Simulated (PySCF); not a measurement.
C4H5B2N.
SMILES with atom numbers: `[BH2:1][NH:2][BH:3][C:4]#[C:5][C:6]#[CH:7]` (hydrogens: H8, H9 on B1; H10 on N2; H11 on B3; H12 on C7)

A GFN2-xTB structure with every atom displaced at random (by about 0.01 Å) was refined with PBE0-D3(BJ)/def2-SVP geometry optimisation, gas phase (PySCF). Values at the start:

```tsv
coordinate	start
B1–N2	1.383 Å
B1–H8	1.189 Å
B1–H9	1.148 Å
N2–B3	1.410 Å
N2–H10	1.008 Å
B3–C4	1.561 Å
B3–H11	1.172 Å
C4≡C5	1.180 Å
C5–C6	1.356 Å
C6≡C7	1.219 Å
C7–H12	1.045 Å
B1–N2–B3	128.6°
N2–B3–C4	119.0°
B3–C4–C5	179.3°
C4–C5–C6	178.9°
C5–C6–C7	178.7°
```

Problem. How do these coordinates change at the PBE0-D3(BJ)/def2-SVP level?

Solution. 
```json
{"coordinate": "B1–H9", "PBE0-D3(BJ)/def2-SVP (Å or °)": "1.209", "change": "+0.061"}
{"coordinate": "C4≡C5", "PBE0-D3(BJ)/def2-SVP (Å or °)": "1.227", "change": "+0.047"}
{"coordinate": "B3–C4", "PBE0-D3(BJ)/def2-SVP (Å or °)": "1.524", "change": "-0.037"}
{"coordinate": "B1–N2", "PBE0-D3(BJ)/def2-SVP (Å or °)": "1.419", "change": "+0.036"}
{"coordinate": "B3–H11", "PBE0-D3(BJ)/def2-SVP (Å or °)": "1.206", "change": "+0.034"}
{"coordinate": "C7–H12", "PBE0-D3(BJ)/def2-SVP (Å or °)": "1.075", "change": "+0.030"}
{"coordinate": "B1–H8", "PBE0-D3(BJ)/def2-SVP (Å or °)": "1.206", "change": "+0.017"}
{"coordinate": "N2–B3", "PBE0-D3(BJ)/def2-SVP (Å or °)": "1.423", "change": "+0.013"}
{"coordinate": "C5–C6", "PBE0-D3(BJ)/def2-SVP (Å or °)": "1.368", "change": "+0.012"}
{"coordinate": "N2–H10", "PBE0-D3(BJ)/def2-SVP (Å or °)": "1.016", "change": "+0.008"}
{"coordinate": "C6≡C7", "PBE0-D3(BJ)/def2-SVP (Å or °)": "1.217", "change": "-0.002"}
{"coordinate": "B1–N2–B3", "PBE0-D3(BJ)/def2-SVP (Å or °)": "126.0", "change": "-2.6"}
{"coordinate": "N2–B3–C4", "PBE0-D3(BJ)/def2-SVP (Å or °)": "120.7", "change": "+1.7"}
{"coordinate": "C5–C6–C7", "PBE0-D3(BJ)/def2-SVP (Å or °)": "179.9", "change": "+1.2"}
{"coordinate": "C4–C5–C6", "PBE0-D3(BJ)/def2-SVP (Å or °)": "179.9", "change": "+1.0"}
{"coordinate": "B3–C4–C5", "PBE0-D3(BJ)/def2-SVP (Å or °)": "179.1", "change": "-0.2"}
```

The energy falls by 6.3 kcal/mol over 7 energy and gradient evaluations, the largest force component goes from 0.1197 to 3.4e-04 Eh/bohr, and the atoms move by 0.072 Å rms after alignment. The bond that changes most is B1–H9 (three-coordinate boron to B–H hydrogen), which lengthens by 0.061 Å. Bonds longer at the end by more than 0.005 Å: 9 of 11; shorter: 1. Rotational constants go from 25306, 856.6, 828.5 to 27133, 833.9, 809.1 MHz.

The run used 123 basis functions and 50 SCF cycles in all.

No PBE0-D3(BJ)/def2-SVP frequencies stand behind this structure, so it isn't proved a minimum. One conformer, not necessarily the lowest.

Conformer computed: `[BH2:1][NH:2][BH:3][C:4]#[C:5][C:6]#[CH:7]`: B1–N2–B3–C4 180°.
